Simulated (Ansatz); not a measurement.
Consider the formal hydrolysis of the Al–C bond: `C[CH2][AlH][CH]=N` + H₂O → `N=[CH][AlH][OH]` + ethane.

Isolated molecules relaxed with PBE0-D4/def2-TZVP in Ansatz; ΔE leaves out vibrations. CCSD(T)/CBS adds triple-zeta CCSD(T) − MP2 to the extrapolated MP2 energy (def2 sets, frozen cores). This one scheme is used for every species. Functionals use def2-TZVPP. B3LYP here is the variant with VWN-RPA as its local correlation; programs differ in this. One conformer a species, not always the lowest.

```tsv
level	ΔE (kJ/mol)	difference from CCSD(T)/CBS
revPBE-D4	-151.3	7.1
BLYP-D4	-164.1	-5.7
B97M-V	-167.8	-9.4
PBE0-D4	-154.4	4.0
ωB97M-V	-160.8	-2.4
PBE	-157.7	0.7
r2SCAN	-167.0	-8.6
B3LYP	-171.7	-13.3
r2SCANh	-166.5	-8.1
r2SCAN0	-165.8	-7.4
CAM-B3LYP	-173.6	-15.2
HF/def2-SVP	-179.0	-20.6
CCSD/def2-SVP	-171.9	-13.5
CCSD/def2-TZVPP	-163.7	-5.3
CCSD(T)/def2-TZVPP	-161.2	-2.8
HF/def2-QZVPP	-178.9	-20.5
CCSD(T)/CBS	-158.4	0
```

**Question.** What do rigid-rotor, harmonic-oscillator terms from PBE0-D4/def2-TZVP frequencies (298.15 K, 1 bar) make of the CCSD(T)/CBS value? (Best estimate.)

**Answer.** Ansatz gave: ΔZPE = +7.0 kJ/mol, ΔH = -155.3 kJ/mol, ΔS = -17 J/(mol·K), ΔG = -150.2 kJ/mol. Modes under 50 cm⁻¹ make the entropy rough.

Largest T1 diagnostic among the species: 0.013.

In def2-TZVPP, CCSD(T) changes the Hartree–Fock value by +17.7 kJ/mol (the triples alone add +2.5 kJ/mol) and MP2 by +15.8 kJ/mol. The D4 term adds +6.7 kJ/mol with B3LYP and +4.1 kJ/mol with PBE0; it sums over pairs of atoms, weighted by their polarisabilities, and B3LYP, whose exchange is more repulsive, gets the larger term. Leaving LDA and LC-ωPBE aside and taking each functional with its dispersion term where it has one, the values, not all of them listed here, spread over 18.9 kJ/mol, from B2PLYP to revPBE-D4.

CCSD(T)/CBS has its own doubt, a few kJ/mol and more with outer-core shells, so smaller differences from it don't rank the levels.
